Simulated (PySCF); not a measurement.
# Potential energy of CuF⁺ along the bond

Set-up: Cu cc-pVDZ-PP with ECP10, F cc-pVDZ; scalar-relativistic core potentials (PySCF 2.14). Energies in eV from Cu⁺ (3d10) + F in their ground configurations at the same level. State: ²Σ⁺ (doublet), unpaired electrons σ ↑.

```tsv
R (Å)	PBE0
1.459	-0.550
1.527	-1.243
1.595	-1.608
1.646	-1.730
1.697	-1.758
1.748	-1.716
1.816	-1.589
1.901	-1.363
2.002	-1.064
2.138	-0.706
```

Problem. Put a parabola through the three lowest points of the PBE0 curve and estimate Re, k and ωe (reduced mass 14.59 u; 1 eV/Å² = 0.16022 mdyn/Å; ωe = 1302.8·√(k/μ) cm⁻¹).

Solution. Through R = 1.646, 1.697, 1.748 Å the second-order coefficient is 13.5 eV/Å², so Re ≈ 1.692 Å, k ≈ 4.31 mdyn/Å and ωe ≈ 708 cm⁻¹. A polynomial fit of higher order to the unrounded PBE0 energies gives Re = 1.689 Å, k = 4.44 mdyn/Å, ωe = 719 cm⁻¹; anharmonicity and rounding make the difference.

The higher-order fit for each curve: PBE0: Re = 1.689 Å, ωe = 719 cm⁻¹, De = 1.76 eV.

For an ion De counts to the pair picked by the measured ionisation energies or electron affinities, which need not be the lowest pair at this level. With d or f electrons several states lie close, and the lowest PBE0 determinant need not be the measured ground state.
